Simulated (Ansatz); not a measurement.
Isomers of B7H6I²⁻ (singlet), relaxed with r2SCAN-D4/def2-SVPD; total energies from Ansatz at PBE0-D4/def2-TZVPD.

```json
{"isomer": "A", "description": "[closo-1-(I)B7H6]2- (B7H6I²⁻)", "energy (Eh)": "-475.20077"}
{"isomer": "B", "description": "[closo-2-(I)B7H6]2- (B₇H₆I²⁻)", "energy (Eh)": "-475.20116"}
```

In the def2 sets I takes a core potential; there is no spin–orbit coupling. A multiply charged anion in the gas phase is held together partly by the finite basis.

A: The highest occupied level of the charge -2 singlet lies above zero (up to 1.69 eV). The electron is either unbound and held by the finite basis, or the level is raised by self-interaction error. B: The highest occupied level of the charge -2 singlet lies above zero (up to 1.70 eV). The electron is either unbound and held by the finite basis, or the level is raised by self-interaction error.

Task: Work out the relative energies (1 Eh = 2625.5 kJ/mol) and the Boltzmann populations at 1200 K from electronic energies alone (R = 8.314 J/mol/K).

Result: ΔE: A 1.0, B 0.0 kJ/mol. RT = 9.98 kJ/mol. Factors exp(−ΔE/RT): A 0.905, B 1; sum 1.905. Populations: A 47.5 %, B 52.5 %. Zero-point energy, vibrational entropy and symmetry numbers are left out and can shift these; an error of 4 kJ/mol changes a ratio by a factor of 1.5. Over the other density-functional and correlated levels in def2 sets, the gap between B and A ranges from -1 to 4 kJ/mol.
